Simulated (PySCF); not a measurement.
Ge(F)2(OH)2, H2F2GeO2, SMILES [Ge]([F])([F])([OH])[OH], CAM-B3LYP/def2-SVP optimised geometry.

```
7

O     -1.17     0.53     0.00
Ge    -0.54    -1.08     0.00
O     -1.17    -1.89     1.38
F      1.17    -1.08     0.00
F     -0.93    -1.90    -1.45
H     -0.88     1.08    -0.74
H     -0.88    -2.81     1.47
```

Density from CAM-B3LYP/def2-TZVP (PySCF) at that geometry.

Minimum of the electron density along straight lines between bonded atoms, close to the bond critical point (lines longer than 1.1 times the sum of covalent radii, or with two minima, are not listed):

```json
[
 {"bond": "O1–Ge2", "length / Å": "1.728", "ρ at the minimum / e bohr⁻³": "0.162", "∇²ρ there / e bohr⁻⁵": "0.76", "position (fraction from the first atom)": "0.52"},
 {"bond": "Ge2–O3", "length / Å": "1.728", "ρ at the minimum / e bohr⁻³": "0.162", "∇²ρ there / e bohr⁻⁵": "0.76", "position (fraction from the first atom)": "0.48"},
 {"bond": "Ge2–F4", "length / Å": "1.716", "ρ at the minimum / e bohr⁻³": "0.150", "∇²ρ there / e bohr⁻⁵": "0.88", "position (fraction from the first atom)": "0.48"},
 {"bond": "Ge2–F5", "length / Å": "1.716", "ρ at the minimum / e bohr⁻³": "0.150", "∇²ρ there / e bohr⁻⁵": "0.88", "position (fraction from the first atom)": "0.48"},
 {"bond": "O1–H6", "length / Å": "0.965", "ρ at the minimum / e bohr⁻³": "0.349", "∇²ρ there / e bohr⁻⁵": "-2.38", "position (fraction from the first atom)": "0.81"},
 {"bond": "O3–H7", "length / Å": "0.965", "ρ at the minimum / e bohr⁻³": "0.349", "∇²ρ there / e bohr⁻⁵": "-2.38", "position (fraction from the first atom)": "0.81"}
]
```
